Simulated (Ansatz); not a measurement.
I3Sb, charge +1, doublet, at the geometry of the source list (a state made from the parent by changing its charge; the spin is typed, not shown lowest) (core potentials on I, Sb); Ansatz (a program for electronic structure) with B3LYP/def2-SV(P).

Input for Ansatz:
Ansatz 0.2 input:
```yaml
crystal:
  periodic: [false, false, false]
  atoms:
    - {symbol: Sb, position_ang: [0.00070000, 0.00200000, 0.99470000]}
    - {symbol: I, position_ang: [-1.87070000, -1.50500000, -0.33200000]}
    - {symbol: I, position_ang: [-0.36780000, 2.37070000, -0.33110000]}
    - {symbol: I, position_ang: [2.23790000, -0.86770000, -0.33160000]}
basis:
  gaussian:
    orbitals: def2-SV_P_.json
hamiltonian:
  xc: b3lyp
total_charge: 1
magnetization: {spin_polarized: false, initial_magnetization: 1}
```
The basis file holds def2-SV(P) in the JSON format of the Basis Set Exchange.

The log (banner, timings and long lists left out):

```
Functional definition: B3LYP
1342 factors; integrals over basis functions are off by at most 1.8e-4 eV
mean field evaluation 1: about -30842.4548 eV, gradient 2.0e1 eV
mean field evaluation 2: about -30842.5100 eV, gradient 2.0e1 eV
mean field evaluation 4: about -30844.0198 eV, gradient 5.6e0 eV
mean field evaluation 8: about -30844.1156 eV, gradient 5.9e-1 eV
mean field evaluation 16: about -30844.1175 eV, gradient 2.6e-3 eV
mean field evaluation 32: about -30844.1179 eV, gradient 7.4e-1 eV
mean field evaluation 64: about -30844.1145 eV, gradient 1.0e0 eV
mean field evaluation 96: about -30844.1210 eV, gradient 8.1e-2 eV
mean field evaluation 128: about -30839.2979 eV, gradient 1.1e1 eV
mean field evaluation 160: about -30844.0964 eV, gradient 2.4e-1 eV
mean field -30844.12103713 eV, -1133.5005412184 hartree, gradient 6.3e-6 eV, S^2 0.750000; 13 other end points of the search recorded, 0 dependent functions left out
reference -30844.12127666 eV, -1133.5005500211 hartree; 49, 48 occupied and 55, 56 virtual orbitals, 1342 factors
Total energy: -30844.12127666 eV, -1133.5005500211 hartree
```
